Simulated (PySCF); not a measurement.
Input of a run (PBE0-D3(BJ)/def2-SVP geometry optimisation, gas phase (PySCF 2.14.0)), started from GFN2-xTB:
```
{"job": {"xc": "PBE0", "basis": "def2-SVP", "d3": "d3bj", "grid": 1, "shake": 0.01, "kind": "geom"}, "charge": 0, "multiplicity": 1}
C     -2.704400    -0.012560    -0.916460
C     -1.424300     0.010400    -0.733500
C     -0.758150    -0.655170     0.406950
C      0.438800    -1.599550    -0.015960
C      1.444170    -0.626820     0.554330
F      2.258850    -1.170520     1.518630
C      2.286880     0.077290    -0.472250
O      1.907150     0.696590    -1.412410
F      3.599900    -0.044870    -0.229480
C      0.297150     0.234050     1.148490
H     -3.406890    -0.479750    -0.226770
H     -3.171130     0.500250    -1.760790
H     -0.784190     0.519250    -1.438370
H     -1.487180    -1.108490     1.087000
H      0.417950    -2.559040     0.522000
H      0.485990    -1.765720    -1.074850
H      0.268090     0.181530     2.220930
H      0.303770     1.285580     0.836760
```

Output (energies in Eh, forces in Eh/bohr):
```
step   0  E = -545.44272983  max force = 0.055592
step   1  E = -545.44782946  max force = 0.013668
step   2  E = -545.44773264  max force = 0.007620
step   3  E = -545.44842628  max force = 0.004328
step   4  E = -545.44846955  max force = 0.003172
step   5  E = -545.44853273  max force = 0.001004
step   6  E = -545.44853564  max force = 0.001631
step   7  E = -545.44855956  max force = 0.000520
step   8  E = -545.44857961  max force = 0.000292
step   9  E = -545.44859975  max force = 0.000738
step  10  E = -545.44861853  max force = 0.000788
step  11  E = -545.44863764  max force = 0.000509
step  12  E = -545.44864927  max force = 0.000256
optimisation converged
```

**Question.** Summarise the run.

**Answer.** The energy falls by 3.7 kcal/mol over 13 energy and gradient evaluations, the largest force component goes from 0.0556 to 2.6e-04 Eh/bohr, and the atoms move by 0.081 Å rms after alignment. The bond that changes most is C1=C2 (terminal =CH2 carbon to alkene CH carbon), which lengthens by 0.040 Å. Bonds longer at the end by more than 0.005 Å: 8 of 18; shorter: 5. Among the angles that change most is C5–C4–H15, from 112.9° to 109.2°. Among the dihedrals that turn most is C10–C5–C7–F9, from 130° to 144°. The energy rose by more than 1e-6 Eh at step 2. The first step brought 86 % of the lowering.

**Question.** What are the final bond lengths?

**Answer.** C1=C2 1.333 Å, C2–C3 1.492 Å, C3–C4 1.552 Å, C4–C5 1.544 Å, C5–F6 1.364 Å, C5–C7 1.511 Å, C7=O8 1.185 Å, C7–F9 1.327 Å, C5–C10 1.538 Å, C3–C10 1.553 Å, C1–H11 1.095 Å, C1–H12 1.093 Å, C2–H13 1.097 Å, C3–H14 1.100 Å, C4–H15 1.098 Å, C4–H16 1.099 Å, C10–H17 1.098 Å, C10–H18 1.098 Å. Numbering counts from 1 in the input's order; the species is `C=C[C@H]1C[C@@](F)(C(=O)F)C1`.

The run used 180 basis functions and 89 SCF cycles in all. Hardware: one thread, Intel Xeon Platinum 8259CL at 2.50 GHz (x86_64), on a shared host. Cost: 4.4 min, 0.87 GiB resident at most.

Not checked by PBE0-D3(BJ)/def2-SVP frequencies. The numbers are those of one conformer.
